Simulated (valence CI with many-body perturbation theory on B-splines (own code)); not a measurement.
Values are calculated unless marked as measured or tabulated.
**Zn⁹⁺: what each term of the Hamiltonian does**

Level of theory: configuration interaction combined with many-body perturbation theory (CI+MBPT): three valence electrons over a frozen Dirac-Fock core [Ar], radial functions for each j: 9 s, 9 p, 10 d, 8 f, 5 g, 3 h, 1 i, with the one-electron correlation potential Σ1, the two-electron term Σ2, the three-electron term Σ3, Breit, model QED; selected CI, second order for the rest, scaled by the run's own slope (own B-spline code, finite nucleus).

No measured levels were compared; by estimate terms of the open shell hold to 2 to 4 % of their energy, and close levels can change places. Core correlation moves these levels by up to 3000 cm⁻¹, and in measured spectra 5 to 20 % of such shifts remained as error; rates that hang on mixing are uncertain with them. Only levels of the ground parity were solved; by the run's estimate the other parity begins above the list, which can be wrong where configurations are misplaced.

Each rung adds one term. CI alone is the Dirac-Coulomb CI over the frozen core; QED comes last and gives the full result, which names the levels. Energies are above 3d3 4F_3/2 on the same rung, in cm⁻¹.

Names give the largest LS component (configuration and term), which can be under half, so a name can repeat, a term be missing and a line seem to break the LS rules; names also repeat where a configuration has a term twice. Letters in brackets count levels of one name in rising energy.

```tsv
Level	CI alone	+ Σ1	+ Σ2	+ Σ3	+ Breit	Full
3d3 4F_5/2	1630	1695	1772	1778	1600	1606
3d3 4F_7/2	3735	3879	4042	4050	3624	3638
3d3 4F_9/2	6189	6417	6664	6666	5937	5960
3d3 4P_1/2	30750	30994	28710	28765	28592	28600
3d3 4P_3/2	30906	31133	28853	28959	28836	28842
3d3 2G_7/2	32737	33032	32089	31450	31078	31090
3d3 4P_5/2	33430	33778	31635	31625	31245	31263
3d3 2G_9/2	34483	34820	33885	33315	32777	32793
3d3 2D_3/2 [a]	41008	41337	39539	39628	39509	39518
3d3 2P_1/2	41564	41938	39783	41010	40724	40740
3d3 2H_9/2	44386	44820	43595	43532	42954	42974
3d3 2H_11/2	45461	45903	44628	44632	43872	43892
3d3 2D_5/2 [a]	47264	47734	46494	45399	44930	44952
3d3 2P_3/2	47585	48118	46742	46730	46158	46189
3d3 2F_7/2	72448	73017	69091	69439	68963	68980
3d3 2F_5/2	73252	73843	69937	70280	69945	69964
3d3 2D_5/2 [b]	110244	111066	107940	107884	107573	107593
3d3 2D_3/2 [b]	111268	112123	108814	108756	108455	108477
```

(1) How does the ionisation energy move along the ladder, and which term matters most?

## Answers

(1) CI alone 231.97, + Σ1 234.25, + Σ2 237.94, + Σ3 237.94, + Breit 237.92, + QED 237.93 eV. The largest step is Σ2, 3.69 eV. NIST lists 238 ± 2.2 eV (theoretical).
